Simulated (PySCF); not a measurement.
**Atomic charges against the basis set**

C5H6F2.
Geometry (PBE0-D3(BJ)/def2-SVP, Å), atoms numbered from 1 in this order:
```
atom  x, y, z in Å
F1     2.0592    0.5044    1.9887
C2     1.7738   -0.1722    0.8752
C3     0.6515    0.0326    0.2004
C4    -0.5803    0.8580    0.4703
C5    -1.3299   -0.1487   -0.4191
F6    -2.2113    0.3711   -1.3201
C7     0.0120   -0.6438   -0.9864
H8     2.5477   -0.8942    0.5989
H9    -0.5395    1.8404   -0.0298
H10   -0.9063    0.9928    1.5115
H11   -1.8471   -0.9230    0.1709
H12    0.2261   -0.1089   -1.9275
H13    0.1583   -1.7230   -1.1387
```

PBE0 throughout (PySCF), one geometry, spherical d and f functions. Isolated species at its PBE0-D3(BJ)/def2-SVP geometry (one conformer only). The first 7 of 13 kinds of atom are listed.

Mulliken charges (e):

| basis | functions | F1 | C2 | C3 | C4 | C5 | F6 | C7 |
| --- | --- | --- | --- | --- | --- | --- | --- | --- |
| STO-3G | 41 | -0.068 | 0.000 | -0.037 | -0.169 | +0.048 | -0.111 | -0.168 |
| 6-31G | 75 | -0.315 | +0.077 | -0.031 | -0.347 | +0.149 | -0.346 | -0.345 |
| pcSseg-0 | 75 | -0.354 | +0.213 | -0.307 | -0.427 | +0.099 | -0.378 | -0.439 |
| 6-31G* | 110 | -0.301 | +0.083 | +0.053 | -0.425 | +0.243 | -0.349 | -0.432 |
| cc-pVDZ | 128 | -0.173 | +0.128 | -0.231 | +0.040 | +0.142 | -0.230 | +0.038 |
| def2-SVP | 128 | -0.210 | +0.154 | -0.258 | +0.054 | +0.134 | -0.254 | +0.052 |
| aug-cc-pVDZ | 215 | -0.563 | +1.032 | +0.190 | +0.250 | +1.164 | -0.550 | +0.267 |
| 6-311+G(2d,p) | 225 | -0.270 | -0.106 | +0.797 | -0.583 | +0.397 | -0.309 | -0.789 |
| def2-TZVP | 253 | -0.185 | +0.030 | -0.148 | -0.127 | +0.105 | -0.216 | -0.113 |
| cc-pVTZ | 294 | -0.166 | +0.089 | -0.091 | -0.185 | +0.205 | -0.216 | -0.194 |
| IGLO-III | 305 | -0.236 | +0.055 | +0.062 | -0.216 | +0.173 | -0.279 | -0.239 |

IAO charges (e):

| basis | functions | F1 | C2 | C3 | C4 | C5 | F6 | C7 |
| --- | --- | --- | --- | --- | --- | --- | --- | --- |
| STO-3G | 41 | -0.085 | +0.004 | -0.068 | -0.282 | +0.039 | -0.133 | -0.279 |
| 6-31G | 75 | -0.252 | +0.087 | -0.039 | -0.304 | +0.159 | -0.297 | -0.302 |
| pcSseg-0 | 75 | -0.239 | +0.102 | -0.062 | -0.306 | +0.150 | -0.283 | -0.305 |
| 6-31G* | 110 | -0.259 | +0.122 | -0.051 | -0.291 | +0.194 | -0.305 | -0.290 |
| cc-pVDZ | 128 | -0.260 | +0.117 | -0.049 | -0.293 | +0.193 | -0.307 | -0.291 |
| def2-SVP | 128 | -0.260 | +0.121 | -0.049 | -0.286 | +0.195 | -0.308 | -0.284 |
| aug-cc-pVDZ | 215 | -0.276 | +0.113 | -0.042 | -0.297 | +0.193 | -0.322 | -0.293 |
| 6-311+G(2d,p) | 225 | -0.276 | +0.113 | -0.043 | -0.298 | +0.192 | -0.323 | -0.293 |
| def2-TZVP | 253 | -0.275 | +0.118 | -0.045 | -0.298 | +0.196 | -0.322 | -0.294 |
| cc-pVTZ | 294 | -0.273 | +0.118 | -0.045 | -0.299 | +0.195 | -0.319 | -0.296 |
| IGLO-III | 305 | -0.277 | +0.115 | -0.043 | -0.299 | +0.193 | -0.323 | -0.294 |

Hirshfeld charges (e):

| basis | functions | F1 | C2 | C3 | C4 | C5 | F6 | C7 |
| --- | --- | --- | --- | --- | --- | --- | --- | --- |
| STO-3G | 41 | -0.025 | +0.021 | -0.056 | -0.032 | +0.082 | -0.080 | -0.031 |
| 6-31G | 75 | -0.098 | +0.018 | -0.029 | -0.064 | +0.076 | -0.134 | -0.064 |
| pcSseg-0 | 75 | -0.086 | +0.024 | -0.029 | -0.068 | +0.079 | -0.125 | -0.068 |
| 6-31G* | 110 | -0.086 | +0.018 | -0.033 | -0.066 | +0.072 | -0.123 | -0.065 |
| cc-pVDZ | 128 | -0.076 | +0.015 | -0.029 | -0.074 | +0.066 | -0.110 | -0.073 |
| def2-SVP | 128 | -0.083 | +0.020 | -0.027 | -0.077 | +0.070 | -0.116 | -0.075 |
| aug-cc-pVDZ | 215 | -0.091 | +0.021 | -0.031 | -0.085 | +0.059 | -0.120 | -0.084 |
| 6-311+G(2d,p) | 225 | -0.095 | +0.022 | -0.035 | -0.080 | +0.061 | -0.124 | -0.078 |
| def2-TZVP | 253 | -0.091 | +0.020 | -0.031 | -0.082 | +0.061 | -0.119 | -0.080 |
| cc-pVTZ | 294 | -0.087 | +0.019 | -0.029 | -0.082 | +0.062 | -0.116 | -0.080 |
| IGLO-III | 305 | -0.092 | +0.021 | -0.031 | -0.085 | +0.060 | -0.119 | -0.083 |

ESP-fitted charges (e):

```
        basis  functions      F1      C2      C3      C4      C5      F6      C7
       STO-3G         41  -0.036  -0.069  +0.127  -0.386  +0.302  -0.150  -0.440
        6-31G         75  -0.165  -0.022  +0.042  -0.339  +0.394  -0.301  -0.418
     pcSseg-0         75  -0.160  -0.034  +0.089  -0.463  +0.472  -0.309  -0.553
       6-31G*        110  -0.093  -0.146  +0.127  -0.365  +0.303  -0.229  -0.418
      cc-pVDZ        128  -0.098  -0.133  +0.095  -0.328  +0.330  -0.245  -0.390
     def2-SVP        128  -0.114  -0.101  +0.082  -0.335  +0.351  -0.258  -0.402
  aug-cc-pVDZ        215  -0.118  -0.120  +0.111  -0.368  +0.381  -0.279  -0.470
6-311+G(2d,p)        225  -0.116  -0.145  +0.124  -0.371  +0.367  -0.279  -0.465
    def2-TZVP        253  -0.108  -0.150  +0.138  -0.389  +0.365  -0.266  -0.471
      cc-pVTZ        294  -0.102  -0.150  +0.127  -0.368  +0.347  -0.256  -0.446
     IGLO-III        305  -0.112  -0.143  +0.122  -0.365  +0.354  -0.270  -0.454
```

**Question.** Which scheme is steadiest as the basis changes?

**Answer.** Largest range over the bases for any column: Hirshfeld 0.07 e, ESP-fitted 0.17 e, IAO 0.19 e, Mulliken 1.14 e. Hirshfeld charges move least and Mulliken charges most, counted in e. Without the minimal STO-3G basis the ranges are Hirshfeld 0.02, ESP-fitted 0.17, IAO 0.05, Mulliken 1.14 e.

**Question.** How much do the charges still move between the two largest bases, cc-pVTZ and IGLO-III?

**Answer.** At most, over all atoms: Mulliken 0.153 e, IAO 0.004 e, Hirshfeld 0.005 e, ESP-fitted 0.014 e.

**Question.** What do the same runs give for the total energy, the frontier levels and the dipole moment?

**Answer.** 
| basis | energy (Eh) | HOMO (eV) | LUMO (eV) | μ (D) |
| --- | --- | --- | --- | --- |
| STO-3G | -388.1550 | -4.35 | 3.73 | 0.74 |
| 6-31G | -393.2469 | -7.00 | 0.43 | 1.50 |
| pcSseg-0 | -392.4404 | -7.26 | 0.15 | 1.63 |
| 6-31G* | -393.3363 | -6.80 | 0.55 | 1.23 |
| cc-pVDZ | -393.3686 | -6.95 | 0.33 | 1.24 |
| def2-SVP | -393.0553 | -7.05 | 0.24 | 1.29 |
| aug-cc-pVDZ | -393.3993 | -7.15 | -0.18 | 1.30 |
| 6-311+G(2d,p) | -393.4689 | -7.18 | -0.12 | 1.34 |
| def2-TZVP | -393.5054 | -7.13 | 0.06 | 1.29 |
| cc-pVTZ | -393.4887 | -7.09 | 0.12 | 1.26 |
| IGLO-III | -393.5131 | -7.16 | -0.03 | 1.30 |

The dipole is fixed by the density alone, so its range of 0.89 D shows that the density itself changes with the basis, not only its division among atoms.
